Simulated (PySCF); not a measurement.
SMILES [GeH3][SiH](O)[GeH3], B3LYP/def2-SVP optimised geometry. Atoms within 1.6 Å of the plane z = 0.6 Å (x, y, z in Å): Si1 (-1.24, 0.02, 0.00), O2 (-1.84, -0.65, 1.42), Ge4 (1.17, 0.02, 0.00), H5 (-1.73, 1.43, 0.00), H6 (-1.63, -1.58, 1.59), H10 (1.71, -1.43, 0.12), H12 (1.73, 0.82, 1.19).

Calculation: B3LYP/def2-TZVP in PySCF.

Map of the Laplacian of the electron density (e/bohr⁵), clipped to [-1.50, 1.50] on the plane z = 0.6 Å:

```
|000000000000000000000000000|
|000000000000000000000000000|
|000000000000000000000000000|
|000000000000000000000000000|
|000000000000000000000000000|
|000000000000000000000000000|
|000000000000000000000000000|
|000000000000000000000000000|
|000000000000000000000000000|
|000000000000000000000000000|
|000000000000000000000000000|
|000000000000000023000000000|
|000000013620000399810000000|
|000000116950000599920000000|
|000001112520000299710000000|
|000001110000000022100000000|
|000001121100000000000000000|
|000000111000000000000000000|
|000000000000000000000000000|
|000000000000000000000000000|
|000000000000000000000000000|
|000000000000000000000000000|
|000000000000000000000000000|
|000000000000000000000000000|
|000000000000000000000000000|
|000000000000000000000000000|
|000000000000000000000000000|
```
Scale: ten equal steps from -0.054 (start of '0') to 1.50 (end of '9'), in the order '0123456789'; x runs from -4.00 to 4.00, y from -4.00 (bottom) to 4.00 (top).
